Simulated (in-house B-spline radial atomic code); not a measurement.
Values are calculated unless marked as measured or tabulated.
## Ghost states of the separable form: Al

Al, [Ne] 3s2 3p1, non-relativistic PBE, spherical and spin-unpolarised, from a B-spline radial code for spherical atoms (atomic units; all potentials screened as in the neutral atom).

Troullier-Martins channels: 3s (ε = -0.2841, r_c = 2.072 bohr), 3p (ε = -0.1000, r_c = 2.73 bohr). In the Kleinman-Bylander form one channel serves as the local potential, and each other channel l becomes |δV u><u δV|/<u|δV|u>, with δV = V_l − V_local and u the pseudo-orbital. Its strength is E_KB = <u|δV²|u>/<u|δV|u>. By the analysis of Gonze, Stumpf and Scheffler a spurious state lies below the reference level ε if E_KB > 0 and ε is above the second level of the local potential alone, or if E_KB < 0 and ε is above its first. The table's levels are those of angular momentum l in a sphere of 9 bohr, whose wall can lift a shallow ε a little above its free-atom value.

```json
{"local": "p", "channel": "s", "<u δV u>": "0.040535", "<u δV² u>": "0.078649", "ε": "-0.2840", "first local level": "-0.3831", "second local level": "0.0163"}
{"local": "s", "channel": "p", "<u δV u>": "-0.013469", "<u δV² u>": "0.029098", "ε": "-0.0979", "first local level": "-0.0904", "second local level": "0.1397"}
```

Apply the rule to each row.

Local p, channel s: E_KB = +1.94, so ε = -0.2840 is set against 0.0163: no ghost. Local s, channel p: E_KB = -2.16, so ε = -0.0979 is set against -0.0904: no ghost.

Diagonalising the separable Hamiltonian gives:

```tsv
local	channel	three lowest levels	all-electron, two lowest valence levels
p	s	-0.2840, 0.0539, 0.3730	-0.2840, 0.0539
s	p	-0.0979, 0.1316, 0.4681	-0.0979, 0.1321
```

Which choices of local channel are safe?

All are free of ghosts. Among the safe choices the second level, which tests transfer, is off by at most 0.5 millihartree (s local), 0.0 millihartree (p local).
